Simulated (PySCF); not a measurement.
# [Pr(SH)2]+ at several levels of theory

Computed with PySCF 2.14.0 (density fitting, no spin-orbit coupling) at the geometry relaxed with PBE0:

```xyz
5
[Pr(SH)2]+ (singlet in the valence; each metal's 4f electrons, 2 of them, lie in its core potential, out of spins and levels)
Pr    0.0000    0.0000   -0.8087
S     1.9533   -0.0950    0.8568
H     2.9397   -0.2231   -0.0692
S    -1.9533    0.0950    0.8568
H    -2.9397    0.2231   -0.0692
```

```json
{"level": "PBE0", "basis": "Pr lcecp-1-SVP with ECP48, S def2-SVP, H def2-SVP", "state": "singlet", "HOMO (eV)": "-11.96", "gap (eV)": "4.81", "charge on Pr1 (e)": "1.15", "population of f-type functions on Pr1 (polarisation alone where 4f lies in the core)": "0.04", "dipole about the centre of mass (D)": "7.90", "largest force component (eV/Å)": "0.02"}
{"level": "BLYP", "basis": "the same", "state": "singlet", "HOMO (eV)": "-10.66", "gap (eV)": "2.86", "charge on Pr1 (e)": "1.00", "population of f-type functions on Pr1 (polarisation alone where 4f lies in the core)": "0.04", "dipole about the centre of mass (D)": "6.98", "largest force component (eV/Å)": "0.67"}
{"level": "PBE0", "basis": "Pr lcecp-1-TZVP with ECP48, S def2-TZVP, H def2-TZVP", "state": "singlet", "HOMO (eV)": "-11.90", "gap (eV)": "4.85", "charge on Pr1 (e)": "1.42", "population of f-type functions on Pr1 (polarisation alone where 4f lies in the core)": "0.05", "dipole about the centre of mass (D)": "7.56", "largest force component (eV/Å)": "0.20"}
```

In the lcecp rows the 4f levels are missing from HOMO and gap, and the state counts the valence alone.

Charges are Mulliken's, which hang on the basis. The relaxation used the grid (50, 194), these runs (75, 302) or, all-electron (x2c bases, spin-free X2C Hamiltonian), (99, 590).

Question: What does B3LYP with Pr lcecp-1-SVP with ECP48, S def2-SVP, H def2-SVP give here?

Answer: state singlet, HOMO (eV) -11.68, gap (eV) 4.26, charge on Pr1 (e) 1.09, population of f-type functions on Pr1 (polarisation alone where 4f lies in the core) 0.04, dipole about the centre of mass (D) 7.61, largest force component (eV/Å) 0.37. Time: 3.3 s on 2 threads of Arm Neoverse V1, on a shared host, from an already converged density.

In the first row's basis the gap widens with exact exchange: 2.9 eV for BLYP (none); 4.3 to 4.8 eV for B3LYP, PBE0 (a fixed share).

An lcecp potential fixes the number of 4f electrons, so in runs with it no electron can move into or out of that shell.
